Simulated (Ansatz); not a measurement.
Compare A (`[CH3][Ga]([NH2])[OH]`) with its isomer B (`N[CH2][GaH][OH]`).

Calculated with Ansatz (gas phase, PBE0-D4/def2-TZVP geometries, no zero-point term in ΔE). CCSD(T)/CBS is the MP2 limit (def2-TZVPP, def2-QZVPP) plus CCSD(T) − MP2 in def2-TZVPP, frozen cores. Functionals use def2-TZVPP. B3LYP here is the variant with VWN-RPA as its local correlation; programs differ in this. For Ga outer-core shells are correlated without core-valence functions, which leaves a few kJ/mol of doubt a bond. Scalar relativity is left out up to krypton. Each species was taken in one conformer, which may not be the lowest.

A:

```xyz
10

C     0.497    1.438    0.478
Ga    0.051   -0.385   -0.070
N    -1.550   -0.943   -0.699
O     1.223   -1.746   -0.006
H     1.331    1.820   -0.113
H    -0.354    2.107    0.348
H     0.795    1.457    1.528
H    -1.727   -1.896   -0.967
H    -2.355   -0.354   -0.820
H     2.089   -1.500    0.322
```

B:

```xyz
10

N     0.041   -0.658   -1.766
C    -0.383    0.230   -0.684
Ga    0.389   -0.106    1.124
O    -0.026    0.932    2.530
H     1.045   -0.620   -1.893
H    -0.181   -1.622   -1.553
H    -1.475    0.193   -0.610
H    -0.163    1.263   -0.972
H     1.392   -1.255    1.489
H    -0.638    1.644    2.334
```

(1) Which isomer does CCSD(T)/CBS put lower? Give the gap. (An estimate is asked.)

(2) Give E(B) − E(A) in kJ/mol with B3LYP, B2PLYP, r2SCAN-D4, B3LYP-D4, CCSD(T)/def2-TZVPP, PBE-D4, MP2/def2-TZVPP. (Estimate.)

Largest T1 diagnostic: 0.013.

## Answers

(1) The calculation gave: A, by 156.9 kJ/mol.

(2) The calculation gave: B3LYP 143.3, B2PLYP 151.1, r2SCAN-D4 148.0, B3LYP-D4 143.4, CCSD(T)/def2-TZVPP 153.6, PBE-D4 135.2, MP2/def2-TZVPP 161.7. None reverses the order clearly.

From PBE to PBE0 (25 % exact exchange), in def2-TZVPP and without D4, E(B) − E(A) moves by +7.1 kJ/mol.
